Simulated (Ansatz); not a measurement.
Job for Ansatz (a program for electronic structure): U-CCSD(T)/def2-SVP on stibine (SMILES [SbH3]), a point of a bond scan (R = 1.885 Å). Elements past Kr take the def2 small-core potentials; no spin–orbit coupling. The run froze 9 orbitals, filled d shells among them.

Ansatz 0.2 input:
```yaml
crystal:
  periodic: [false, false, false]
  atoms:
    - {symbol: Sb, position_ang: [0.00013491, -0.00052872, 0.05360827]}
    - {symbol: H, position_ang: [-0.99411869, -1.19170522, -1.01719143]}
    - {symbol: H, position_ang: [-0.49764804, 1.33580031, -0.89700800]}
    - {symbol: H, position_ang: [1.39449968, -0.22541911, -0.91716752]}
basis:
  gaussian:
    orbitals: def2-SVP
correlation: {method: ccsd_t, electrons: outside_noble_gas}
scf: {omitted_lower_state_checks: [cluster_reference]}
magnetization: {spin_polarized: true, initial_magnetization: 0}
```

The head of its log:

```
WARN ansatz: RAYON_NUM_THREADS=1 ignored (pool sized by the plan → 1); use --threads N
Functional definition: HF
these checks for a lower state are left out or cut short: cluster_reference
integrals: 0.02 GiB planned
487 factors; integrals over basis functions are off by at most 6.0e-4 eV
mean field: 0.09 GiB planned
mean field evaluation 1: about -6556.5009 eV, gradient 5.2e0 eV
mean field evaluation 2: about -6556.5391 eV, gradient 5.2e0 eV
mean field evaluation 4: about -6556.8931 eV, gradient 3.1e-1 eV
mean field evaluation 8: about -6556.8931 eV, gradient 2.4e-3 eV
mean field -6556.89312740 eV, -240.9613780103 hartree, gradient 9.1e-7 eV, S^2 0.000000; 0 other end points of the search recorded, 0 dependent functions left out
9 core orbitals not correlated
reference -6556.89312740 eV, -240.9613780103 hartree; 4, 4 occupied and 28, 28 virtual orbitals, 487 factors
```

Q: What total energy does the run end on?

A: -241.1034 hartree (reference determinant -240.9614, T1 diagnostic 0.014).
